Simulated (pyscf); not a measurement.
HO–PH• -> •O–PH₂, a hydrogen shift (doublet surface; H–O broken, H–P formed). PySCF, gas phase, ωB97X-D3(BJ)/def2-SVP geometries. Correlated levels are frozen-core, on RHF or UHF. ΔMP2 is the change of the MP2 total energy from the triple- to the quadruple-zeta basis. Energies in kcal/mol from the reactant's lowest minimum found.

Small-basis levels: PySCF, no dispersion term, spherical d functions. Open shells are spin-unrestricted. 

Q: In single points B3LYP/6-31G* puts the saddle at 50.8 kcal/mol and the reaction energy at +8.2 kcal/mol. Should these be trusted to within a few kcal/mol? Compare with CCSD(T)/def2-TZVPP + ΔMP2(QZVPP).

A: CCSD(T)/def2-TZVPP + ΔMP2(QZVPP) gives ΔE‡ = 52.3 kcal/mol and ΔE = +8.5 kcal/mol. B3LYP/6-31G* lies 1.4 kcal/mol under it in the barrier and 0.2 kcal/mol under it in the reaction energy, so on this step it holds to within 3.0 kcal/mol. CCSD(T)/def2-TZVPP + ΔMP2(QZVPP) has limits of its own. This is the saddle that the search found; another between the same sides may lie lower. The CCSD(T) − MP2 part came from Ansatz, without density fitting, on the same reference.
